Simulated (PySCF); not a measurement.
Atomic charges against the basis set

Compound: C₃H₄AlNO.
Atom-mapped SMILES: `[C:1]1#[N+:2][AlH2-:3][O:4][CH:5]=[CH:6]1` (hydrogens: H7, H8 on Al3; H9 on C5; H10 on C6)

PBE0 throughout (PySCF), one geometry, spherical d and f functions. Geometry: PBE0-D3(BJ)/def2-SVP; no solvent, vibrations or thermal averaging. Atoms taken as equivalent share a column and are averaged. The first 7 of 9 kinds of atom are listed.

Mulliken charges (e):

| basis | functions | C1 | N2 | Al3 | O4 | C5 | C6 | H7/H8 |
| --- | --- | --- | --- | --- | --- | --- | --- | --- |
| STO-3G | 38 | +0.125 | -0.306 | +0.854 | -0.302 | +0.069 | -0.187 | -0.229 |
| 6-31G | 66 | +0.235 | -0.452 | +0.835 | -0.674 | +0.207 | -0.213 | -0.188 |
| pcSseg-0 | 66 | +0.190 | -0.538 | +1.114 | -0.740 | +0.233 | -0.254 | -0.281 |
| 6-31G* | 96 | +0.368 | -0.450 | +0.561 | -0.540 | +0.202 | -0.326 | -0.120 |
| cc-pVDZ | 108 | +0.202 | -0.261 | +0.484 | -0.381 | +0.259 | -0.157 | -0.129 |
| def2-SVP | 108 | +0.073 | -0.182 | +0.700 | -0.420 | +0.235 | -0.158 | -0.194 |
| aug-cc-pVDZ | 178 | -0.107 | -0.331 | -0.143 | -0.391 | +0.536 | +0.922 | +0.147 |
| 6-311+G(2d,p) | 194 | +0.090 | -0.330 | +0.774 | -0.556 | -0.001 | +0.031 | -0.145 |
| def2-TZVP | 216 | +0.071 | -0.100 | +0.384 | -0.308 | +0.146 | -0.251 | -0.122 |
| cc-pVTZ | 240 | +0.195 | -0.152 | +0.328 | -0.271 | +0.136 | -0.287 | -0.125 |
| IGLO-III | 259 | +0.244 | -0.436 | +1.035 | -0.490 | +0.147 | -0.148 | -0.285 |

IAO charges (e):

| basis | functions | C1 | N2 | Al3 | O4 | C5 | C6 | H7/H8 |
| --- | --- | --- | --- | --- | --- | --- | --- | --- |
| STO-3G | 38 | +0.158 | -0.254 | +0.979 | -0.352 | +0.057 | -0.314 | -0.288 |
| 6-31G | 66 | +0.240 | -0.273 | +0.709 | -0.486 | +0.158 | -0.346 | -0.190 |
| pcSseg-0 | 66 | +0.245 | -0.277 | +0.732 | -0.480 | +0.166 | -0.351 | -0.201 |
| 6-31G* | 96 | +0.266 | -0.300 | +0.781 | -0.510 | +0.200 | -0.361 | -0.216 |
| cc-pVDZ | 108 | +0.263 | -0.294 | +0.777 | -0.504 | +0.199 | -0.367 | -0.216 |
| def2-SVP | 108 | +0.264 | -0.290 | +0.793 | -0.502 | +0.200 | -0.363 | -0.226 |
| aug-cc-pVDZ | 178 | +0.267 | -0.298 | +0.789 | -0.513 | +0.197 | -0.372 | -0.218 |
| 6-311+G(2d,p) | 194 | +0.270 | -0.302 | +0.807 | -0.517 | +0.198 | -0.373 | -0.225 |
| def2-TZVP | 216 | +0.270 | -0.303 | +0.813 | -0.518 | +0.201 | -0.373 | -0.227 |
| cc-pVTZ | 240 | +0.270 | -0.302 | +0.805 | -0.516 | +0.200 | -0.373 | -0.224 |
| IGLO-III | 259 | +0.270 | -0.303 | +0.814 | -0.518 | +0.198 | -0.374 | -0.227 |

**Question.** Which scheme is steadiest as the basis changes?

**Answer.** Largest range over the bases for any column: IAO 0.27 e, Mulliken 1.26 e. IAO charges move least and Mulliken charges most, counted in e. Without the minimal STO-3G basis the ranges are IAO 0.10, Mulliken 1.26 e.

**Question.** How much do the charges still move between the two largest bases, cc-pVTZ and IGLO-III?

**Answer.** At most, over all atoms: Mulliken 0.707 e, IAO 0.009 e.

**Question.** What do the same runs give for the total energy, the frontier levels and the dipole moment?

**Answer.** 
| basis | energy (Eh) | HOMO (eV) | LUMO (eV) | μ (D) |
| --- | --- | --- | --- | --- |
| STO-3G | -482.6665 | -4.26 | 1.50 | 2.00 |
| 6-31G | -488.6233 | -7.18 | -1.59 | 3.73 |
| pcSseg-0 | -487.9051 | -7.51 | -1.86 | 4.16 |
| 6-31G* | -488.7244 | -7.12 | -1.41 | 3.85 |
| cc-pVDZ | -488.7586 | -7.17 | -1.47 | 3.75 |
| def2-SVP | -488.4879 | -7.29 | -1.59 | 3.86 |
| aug-cc-pVDZ | -488.7731 | -7.27 | -1.65 | 3.80 |
| 6-311+G(2d,p) | -488.8222 | -7.31 | -1.68 | 3.87 |
| def2-TZVP | -488.8487 | -7.30 | -1.61 | 3.89 |
| cc-pVTZ | -488.8409 | -7.28 | -1.57 | 3.88 |
| IGLO-III | -488.8509 | -7.31 | -1.66 | 3.86 |

The dipole is fixed by the density alone, so its range of 2.16 D shows that the density itself changes with the basis, not only its division among atoms.
